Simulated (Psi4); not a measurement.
BiBr3, triplet, at a GFN2-xTB geometry (such geometries of metal compounds can be far from the true shape) (a higher spin typed on purpose: for a closed-shell molecule this is an excited state) (core potentials on Bi).

Psi4 was given this input:
```
memory 2 GB

molecule {
0 3
Bi   -0.00964922    0.05196464   -0.00579277
Br   -1.59250448   -2.06023989    0.19346659
Br   -0.61071188    3.28891176   -0.36663198
Br    2.22609880   -1.35190231    0.18690252
}

set {
  basis def2-svp
  reference uks
}

energy('r2scan')
print_variables()
```

Problem. What does this run give for the nuclear repulsion energy, number of basis functions, dipole moment, <S^2>?

Solution. 
```json
{
  "nuclear_repulsion_energy": "854.5326 Eh",
  "number_of_basis_functions": "122",
  "dipole_moment": "1.58 D",
  "<S^2>": "2.005"
}
```

These values belong to the state on which the SCF converged, which isn't shown to be the lowest.
